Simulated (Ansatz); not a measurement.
Geometry optimisation, UKS B3LYP-D4/6-31G* in Ansatz 0.2.0.

Input file:

```yaml
crystal:
  periodic: [false, false, false]
  atoms:
    - { symbol: "N", position_ang: [-0.3206, 0.7753, -0.9705] }
    - { symbol: Si, position_ang: [-0.1146, -0.162, 0.4347] }
    - { symbol: O, position_ang: [1.4111, -0.6372, 0.1488] }
    - { symbol: F, position_ang: [-0.9995, -1.4198, 0.3722] }
    - { symbol: H, position_ang: [-1.3501, 1.1024, -0.9826] }
    - { symbol: H, position_ang: [-0.2583, 0.6282, 1.6869] }
    - { symbol: H, position_ang: [1.6933, -0.3548, -0.7352] }
magnetization:
  spin_polarized: true
  initial_magnetization: 1
basis:
  gaussian: { orbitals: "6-31G*" }
hamiltonian:
  xc: b3lyp
  dispersion: d4
relax:
  f_tol: 0.015
  max_steps: 40
output:
  orbitals: {}
```

Command:

```bash
$ ansatz run input.yaml --threads 1 --pin off --max-ram 2048MiB --backend cpu --events-out ev --progress --plain --runs-dir out
```

**Question.** Where does it end, and by what steps?

**Answer.** It converged. After 9 steps the energy has fallen by 0.426 eV; N1 moved furthest, 0.27 Å.

```
step  energy less start (eV)  largest force component (eV/Å)  accepted
   0                  0.0000                           2.908       yes
   1                 -0.3455                           1.133       yes
   2                 -0.4132                           0.217       yes
   3                 -0.4177                           0.107       yes
   4                 -0.4124                           0.618        no
   5                 -0.4225                           0.074       yes
   6                 -0.4258                           0.034       yes
   7                 -0.4262                           0.021       yes
   8                 -0.4263                           0.024       yes
   9                 -0.4263                           0.004       yes
```

```xyz
7
Properties=species:S:1:pos:R:3
N -0.476 0.986 -0.911
Si -0.066 -0.118 0.395
O 1.496 -0.590 0.203
F -1.044 -1.399 0.371
H -1.483 1.054 -1.108
H -0.204 0.549 1.705
H 1.839 -0.550 -0.701
```

The run took 39 s on 1 thread of Arm Neoverse V2 (shared host), peak memory 0.17 GiB.
